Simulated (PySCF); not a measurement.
**Electron correlation in As⁺ (arsenic, charge +1)**

[Ar] 3d10 4s2 4p2, high-spin 3P determinant. All numbers are calculated (PySCF 2.14, scalar relativity by spin-free X2C-1e, in cc-pVDZ-DK (5s4p2d, 27 functions)). Frozen: [Ar] 3d10; 4 electrons correlated.

MP2 pair energies summed by pair of shells (mhartree):

```csv
pair,energy,share (%)
4s-4p,-25.17,59.8
4s-4s,-12.71,30.2
4p-4p,-4.19,10.0
```

Total MP2 correlation energy: -42.06 mhartree.

Same-spin part -6.95 and opposite-spin part -35.12 mhartree; SCS-MP2 scales them by 1/3 and 6/5 to -44.45 mhartree.

```
  level  correlation energy (mhartree)
   CCSD                         -58.35
    (T)                          -0.61
CCSD(T)                         -58.96
```

Diagnostics: T1 = 0.0064, D1 = 0.0179, largest double amplitude 0.095.

Cost of the coupled-cluster step: 0.11 s of wall time on 1 thread of Intel(R) Xeon(R) Platinum 8375C CPU @ 2.90GHz (shared host), for 4 correlated electrons.

Iterations:

```
CC2 = 0
CCSD nocc = (np.int64(3), np.int64(1)), nmo = (13, 13)
frozen orbitals [[0, 1, 2, 3, 4, 5, 6, 7, 8, 9, 10, 11, 12, 13], [0, 1, 2, 3, 4, 5, 6, 7, 8, 9, 10, 11, 12, 13]]
max_cycle = 100
direct = 0
conv_tol = 1e-08
conv_tol_normt = 1e-06
diis_space = 8
diis_start_cycle = 0
Init t2, MP2 energy = -0.0420606642788134
Init E_corr(UCCSD) = -0.0420606642789861
cycle = 1  E_corr(UCCSD) = -0.0534328202124024  dE = -0.0113721559  norm(t1,t2) = 0.0451573
cycle = 2  E_corr(UCCSD) = -0.0566551151361555  dE = -0.00322229492  norm(t1,t2) = 0.0161181
cycle = 3  E_corr(UCCSD) = -0.0583575098374004  dE = -0.0017023947  norm(t1,t2) = 0.00681577
cycle = 4  E_corr(UCCSD) = -0.0583428670547081  dE = 1.46427827e-05  norm(t1,t2) = 0.00109047
cycle = 5  E_corr(UCCSD) = -0.0583519801742643  dE = -9.11311956e-06  norm(t1,t2) = 0.000139821
cycle = 6  E_corr(UCCSD) = -0.0583491428238793  dE = 2.83735039e-06  norm(t1,t2) = 1.67016e-05
cycle = 7  E_corr(UCCSD) = -0.0583501233122157  dE = -9.80488336e-07  norm(t1,t2) = 3.00697e-06
cycle = 8  E_corr(UCCSD) = -0.058349877990955  dE = 2.45321261e-07  norm(t1,t2) = 7.43201e-07
cycle = 9  E_corr(UCCSD) = -0.0583498918211121  dE = -1.38301572e-08  norm(t1,t2) = 1.33162e-07
cycle = 10  E_corr(UCCSD) = -0.0583499115694012  dE = -1.97482891e-08  norm(t1,t2) = 7.85425e-08
cycle = 11  E_corr(UCCSD) = -0.0583499108236065  dE = 7.45794759e-10  norm(t1,t2) = 1.14788e-08
UCCSD converged
E(UCCSD) = -2258.628906553953  E_corr = -0.05834991082360648
UCCSD(T) correction = -0.00060907385168759
```
